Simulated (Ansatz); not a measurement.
Basis-set series for C2H4BFSi, SMILES `FC1=CB[SiH2]1`. Total charge 0; spin multiplicity 1. All single points use the PBE0-D4/def2-TZVP geometry.

```csv
atom,x (Å),y (Å),z (Å)
F1,-2.0897,-0.7170,-0.8176
C2,-0.9079,-0.3702,-0.3401
C3,-0.0460,-1.2164,0.2849
B4,1.1143,-0.2756,0.5997
Si5,0.0955,1.2347,-0.2647
H6,-0.2283,-2.2737,0.4648
H7,2.1490,-0.4943,1.1458
H8,0.4615,1.7911,-1.5964
H9,-0.5485,2.3214,0.5236
```

```csv
functional,basis,functions,energy (Eh),HOMO (eV),LUMO (eV)
PBE0-D4,def2-SVP,94,-492.15084,-7.94,-1.98
PBE0-D4,def2-TZVPP,222,-492.48608,-7.92,-2.01
ωB97M-V,def2-SVP,94,-492.39259,-10.05,0.15
ωB97M-V,def2-TZVPP,222,-492.73636,-10.07,0.03
```

**Question.** Give the rows for def2-QZVPP. (Best estimate.)

**Answer.** Ansatz gave: 
| functional | basis | functions | energy (Eh) | HOMO (eV) | LUMO (eV) |
| --- | --- | --- | --- | --- | --- |
| PBE0-D4 | def2-QZVPP | 418 | -492.50648 | -7.93 | -2.03 |
| ωB97M-V | def2-QZVPP | 418 | -492.75532 | -10.08 | -0.02 |

Positive LUMOs are unbound and depend on the basis.
